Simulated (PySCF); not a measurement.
Spinor energies of Lu+ (lutetium, charge +1)

Start: [Xe] 4f14 6s2. Calculated with PySCF 2.14 in x2c-TZVPPall-2c with one added diffuse shell each of s, p, d type (12s12p11d2f2g, 135 functions): generalised Hartree-Fock with the X2C-1e Hamiltonian and a Gaussian nucleus; spin-orbit coupling (SO) screened by Boettger's factors.

| spinor shell | electrons | ε, screened SO (eV) | weight of nominal j (screened SO) | rms radius, screened SO (bohr) |
| --- | --- | --- | --- | --- |
| 1s1/2 | 2 | -63641.8 | 1.000 | 0.0219 |
| 2s1/2 | 2 | -10973.6 | 1.000 | 0.0884 |
| 2p1/2 | 2 | -10454.4 | 1.000 | 0.0754 |
| 2p3/2 | 4 | -9331.4 | 1.000 | 0.0825 |
| 3s1/2 | 2 | -2551.4 | 1.000 | 0.227 |
| 3p1/2 | 2 | -2321.9 | 1.000 | 0.218 |
| 3p3/2 | 4 | -2077.9 | 1.000 | 0.232 |
| 3d3/2 | 4 | -1692.8 | 1.000 | 0.206 |
| 3d5/2 | 6 | -1640.0 | 1.000 | 0.210 |
| 4s1/2 | 2 | -544.34 | 1.000 | 0.509 |
| 4p1/2 | 2 | -449.49 | 1.000 | 0.520 |
| 4p3/2 | 4 | -393.50 | 1.000 | 0.552 |
| 4d3/2 | 4 | -237.06 | 1.000 | 0.585 |
| 4d5/2 | 6 | -226.52 | 1.000 | 0.597 |
| 5s1/2 | 2 | -82.602 | 1.000 | 1.26 |
| 5p1/2 | 2 | -53.104 | 1.000 | 1.41 |
| 5p3/2 | 4 | -45.674 | 1.000 | 1.53 |
| 4f5/2 | 6 | -32.222 | 1.000 | 0.790 |
| 4f7/2 | 8 | -30.653 | 1.000 | 0.800 |
| 6s1/2 | 2 | -12.780 | 1.000 | 3.63 |

| quantity | screened SO |
| --- | --- |
| E (hartree) | -14566.66464 |
| M_J | 0 |
| ⟨J²⟩ | 0.000 |
| ⟨L²⟩ | 0.108 |
| ⟨S²⟩ | 0.108 |

Breit and QED terms are absent; they matter most for the inner s and p1/2 levels.

Densities and radii are taken from the X2C orbitals without a picture-change correction, which distorts them close to the nucleus.
